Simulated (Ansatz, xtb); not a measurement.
## C2H7As+: which of two isomers lies lower

Structure I is the doublet with the links of `C[CH][AsH3+]` and structure II is the doublet with the links of `[CH2][AsH2+]C`. Both are isolated ions in the gas phase, relaxed with B3LYP-D3(BJ)/def2-SVP; the shapes shown needn't be the lowest conformers.

I (Å):

```xyz
10

C    -0.9793    0.0596   -2.4729
C     0.3434    0.7140   -2.3406
As    1.4746    0.4404   -0.8560
H    -1.0957   -0.3426   -3.4956
H    -1.7900    0.8053   -2.3488
H    -1.1528   -0.7544   -1.7540
H     0.6949    1.4620   -3.0589
H     0.9899    1.0990    0.4112
H     2.8486    0.9749   -1.1225
H     1.5991   -1.0198   -0.5242
```

II (Å):

```xyz
10

C    -0.9228    1.3248   -2.5742
C     1.6398    0.0895   -1.1162
As   -0.1386   -0.2116   -1.8162
H    -1.4951    2.0072   -1.9398
H    -0.7547    1.5509   -3.6307
H    -1.0240   -0.7148   -0.7136
H    -0.0826   -1.2917   -2.8570
H     1.5786    0.8597   -0.3350
H     2.2836    0.4275   -1.9400
H     2.0105   -0.8576   -0.6983
```

Question: Which of the two would you expect CCSD(T)/def2-SVP + ΔMP2/def2-TZVPP electronic energies to favour?

Answer: Structure II; the calculation gives E(II) − E(I) = −0.381 eV.

The same difference at several levels:

```csv
level,geometry,E(II) − E(I) (eV),departure from the last row (eV),"job, with rough time for the two"
GFN2-xTB,GFN2-xTB,+0.048,+0.429,"optimisation, 0.34 s"
HF/STO-3G,GFN2-xTB,−0.462,−0.081,"single point, 0.58 s"
r2SCAN-D4/def2-SVP,GFN2-xTB,−0.227,+0.154,"single point, 4.8 s"
B3LYP-D3(BJ)/def2-SVP,B3LYP-D3(BJ)/def2-SVP,−0.214,+0.167,"optimisation, 4.7 min"
HF/def2-SVP,B3LYP-D3(BJ)/def2-SVP,−0.332,+0.049,part of the CCSD(T) run
MP2/def2-SVP,B3LYP-D3(BJ)/def2-SVP,−0.264,+0.117,part of the CCSD(T) run
CCSD(T)/def2-SVP,B3LYP-D3(BJ)/def2-SVP,−0.223,+0.158,single point
CCSD(T)/def2-SVP + ΔMP2/def2-TZVPP,B3LYP-D3(BJ)/def2-SVP,−0.381,,"single point, 47 s"
```

As drawn, II has 1 C–As, 1 C–H in place of 1 C–C, 1 As–H.

GFN2-xTB puts the two in the other order. The largest departure from CCSD(T)/def2-SVP + ΔMP2/def2-TZVPP is that of GFN2-xTB, 0.429 eV. The last row adds to CCSD(T) the change of the MP2 difference between the two basis sets, here −0.158 eV, a large step that makes the value less sure.

With harmonic frequencies from B3LYP-D3(BJ)/def2-SVP (ideal gas, rigid rotor, one conformer each, 200 K, 1 atm): on the last row, ΔE + ΔZPE = −0.355 eV. A mode under 50 cm⁻¹ makes harmonic enthalpies and free energies unreliable, so none is given.

Open shells are spin-unrestricted. The correlated steps freeze 11 core orbitals; the filled d shell of As is correlated, in a basis made for valence electrons. Codes used: Ansatz 0.2.0, xtb 6.7.1; the last row on 2 threads of Intel(R) Xeon(R) Platinum 8259CL CPU @ 2.50GHz (Skylake/Cascade Lake) on a shared host.
